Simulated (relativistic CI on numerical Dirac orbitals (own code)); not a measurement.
## Pb50+: q coefficients and field-shift factors

Computed by Dirac-Coulomb-Breit CI, separate exchange-only KLI orbitals for each configuration, derivatives by finite differences, unscaled Slater integrals, QED left out (own radial code, finite nucleus).

Configurations in the expansion (outside the closed core [Ar] 3d10): 4s2.4p2, 4s.4p3, 4s2.4p.4d, 4p4, 4s2.4d2, 4s2.4p.4f, 4s.4p2.4d, 4s.4p2.4f. Levels of other configurations are missing.

With x = (α/α₀)² − 1 an excitation energy changes as ω = ω₀ + qx; K = 2q/ω₀ is the relative enhancement. Terms are leading LS components, so labels can repeat. The field-shift factor is F = δν/δ⟨r²⟩ for the transition from the lowest level.

Lowest level 4s2.4p2 3P_0.

| Level | ω₀ (cm⁻¹) | q (cm⁻¹) | F (GHz/fm²) |
| --- | --- | --- | --- |
| 4s2.4p2 3P_1 | 1300462 | 1.727e+06 | -424 |
| 4s2.4p2 1D_2 | 1341642 | 1.726e+06 | -425 |
| 4s.4p3 3P°_2 | 2274133 | 1.941e+06 | -5030 |
| 4s.4p3 3D°_1 | 2424490 | 1.936e+06 | -4840 |
| 4s2.4p2 3P_2 | 2673675 | 3.457e+06 | -877 |
| 4s2.4p2 1S_0 | 2762974 | 3.458e+06 | -876 |
| 4s2.4p.4d 3F°_2 | 2781534 | 1.802e+06 | -419 |
| 4s2.4p.4d 3D°_1 | 2976846 | 1.826e+06 | -681 |
| 4s2.4p.4d 3P°_2 | 3156249 | 2.166e+06 | -666 |
| 4s2.4p.4d 3F°_3 | 3161988 | 2.142e+06 | -495 |
| 4s.4p3 3D°_2 | 3548431 | 3.579e+06 | -5240 |
| 4s.4p3 3D°_3 | 3632814 | 3.623e+06 | -5270 |
| 4s.4p3 3P°_0 | 3689279 | 3.645e+06 | -5300 |

At this charge energies of transitions that change n are usually good to better than 1 %, and those within a shell (Δn = 0) to a few per cent.

(1) Which transition from the lowest level has the largest |K|?

Answers

(1) 4s2.4p2 3P_1 at 1300462 cm⁻¹, K = 2.66.
